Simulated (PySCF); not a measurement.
Be⁺ (beryllium, charge +1) across methods

[He] 2s1, 2S determinant. Calculation: PySCF 2.14, in aug-cc-pVQZ; no relativity, point nucleus.

```
   method  E (hartree)  mean ε 1s α (eV)  mean ε 1s β (eV)  mean ε 2s α (eV)  Σ⟨r²⟩ (bohr²)   ⟨S²⟩
      PBE     -14.2984           -117.70           -117.18           -14.459          6.454  0.750
      UHF    -14.27739           -140.37           -139.26           -18.129          6.556  0.750
     PBE0     -14.3064           -123.55           -122.89           -15.472          6.458  0.750
   r2SCAN     -14.3254           -120.05           -119.64           -14.587          6.486  0.750
   M06-2X     -14.3325           -128.76           -128.27           -16.333          6.368  0.750
      LDA     -14.1149           -116.39           -115.89           -14.295          6.524  0.750
CAM-B3LYP     -14.3149           -124.68           -124.11           -16.720          6.422  0.750
     BLYP     -14.3305           -118.01           -117.59           -14.287          6.392  0.750
```

Problem. Estimate the same row for BHandHLYP.

Solution. E (hartree) = -14.3344; mean ε 1s α (eV) = -129.68; mean ε 1s β (eV) = -128.91; mean ε 2s α (eV) = -16.311; Σ⟨r²⟩ (bohr²) = 6.416; ⟨S²⟩ = 0.750.
